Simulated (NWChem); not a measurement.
# Correlation energy of I (-1)

SMILES: [I-]
```xyz
1

I      0.0000     0.0000     0.0000
```
Charge -1, spin multiplicity 1.

Everything below was run with NWChem.

Basis set: def2-TZVPD. Each correlation energy counts from its own Hartree-Fock reference.

Effective core potentials replace the inner electrons of I; spin-orbit coupling is left out. The correlated methods keep 4 core orbitals frozen. Coupled-cluster values serve here as a point of comparison, not as the truth.

**Question.** One of these methods gave a correlation energy of -502.4 mHa. Which?
A) SCS-MP2
B) MP2
C) CCSD
D) CCSD+T(CCSD)

**Answer.** B, MP2. The others give -442.4 (SCS-MP2), -475.0 (CCSD), -484.7 (CCSD+T(CCSD)).
